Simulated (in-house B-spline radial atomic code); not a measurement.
# Removing one electron from Zn26+

Closed shell [He] 2s2. Computed with an all-electron radial atomic-structure program (B-spline basis): Koopmans values of Dirac-Hartree-Fock plus a diagonal self-energy, in second order or with its direct term screened (direct RPA, with the hole-particle interaction, or full time-dependent Hartree-Fock), linearised in energy; no-pair Dirac-Coulomb Hamiltonian, finite nucleus. Shifts add to the Koopmans value (the ΔSCF shift is orbital relaxation alone); the final value takes TDHF screening with Breit and QED.

Command:
```bash
python run_mb.py task.json out
```
Settings (nuclear radius in fm, box in bohr, cutoff in hartree):
```
basis_form          2
Z                   30
core_configuration  [He] 2s2
rms_radius          3.9283
mass_number         64
speed_of_light      137.036
box_radius          3.931
lmax                7
intervals           59
virtual_cutoff      3600.0
```

Run time, properties included: 1.2 s on 1 thread of Arm Neoverse N1, on a shared host.

Energies in eV:

```json
{"subshell": "2s1/2", "Koopmans": "2664.67", "ΔSCF shift": "-0.293", "second order": "?", "direct RPA": "?", "hole-particle": "?", "TDHF": "?", "Breit + QED": "?", "final": "?"}
```

Task: What does the self-energy do to 2s1/2?

Result: It shifts the removal energy by 4.678 eV in second order, 2.292 with direct RPA, 3.026 with the hole-particle term and 4.703 with TDHF screening (quasi-particle weight 0.982); Breit and QED add -1.742 eV. The final value is 2667.64 eV, against 2669.9 ± 2.5 eV (NIST, semi-empirical). The mixing of s² with p² in the ground state is caught to low order only, which falls short in light ions.
